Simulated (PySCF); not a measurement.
# [Bi(NCO)4]−: from a saddle point downhill

PySCF 2.14.0, RKS BP86, Bi def2-SVP with ECP60, N def2-SVP, C def2-SVP, O def2-SVP; non-relativistic Hamiltonian with scalar-relativistic core potentials where named; density fitting; no spin-orbit coupling. Relaxed within the symmetry of its start, the geometry (D4h) is

```xyz
13

Bi    0.0000    0.0000    0.0000
N     2.3440    0.0000    0.0000
C     3.5568    0.0000    0.0000
O     4.7585    0.0000    0.0000
N     0.0000    2.3440    0.0000
C     0.0000    3.5568    0.0000
O     0.0000    4.7585    0.0000
N    -2.3440    0.0000    0.0000
C    -3.5568    0.0000    0.0000
O    -4.7585    0.0000    0.0000
N     0.0000   -2.3440    0.0000
C     0.0000   -3.5568    0.0000
O     0.0000   -4.7585    0.0000
```

and its lowest harmonic modes are -50, -41, -18, -16, -16, -12 cm⁻¹ (negative: unstable). It was moved along the lowest mode and relaxed again, within the group C4h that the move left.

Where does it end, and how much lower?

In C4h, 0.067 eV lower, after 15 steps:
```xyz
13

Bi    0.0000    0.0000    0.0000
N     2.2787   -0.5844    0.0000
C     3.3952   -0.0951    0.0000
O     4.5155    0.3335    0.0000
N     0.5844    2.2787    0.0000
C     0.0951    3.3952    0.0000
O    -0.3335    4.5155    0.0000
N    -2.2787    0.5844    0.0000
C    -3.3952    0.0951    0.0000
O    -4.5155   -0.3335    0.0000
N    -0.5844   -2.2787    0.0000
C    -0.0951   -3.3952    0.0000
O     0.3335   -4.5155    0.0000
```

How do the contacts change?


```csv
contact,saddle (Å),end (Å)
Bi1–N2 (NCO),2.344,2.352
Bi1–N5 (NCO),2.344,2.352
Bi1–N8 (NCO),2.344,2.352
Bi1–N11 (NCO),2.344,2.352
```


Is the end a minimum?

No, 2 of the modes stay unstable (below −25 cm⁻¹); lowest modes -71, -27, 38, 38, 40, 59 cm⁻¹.

State: singlet.
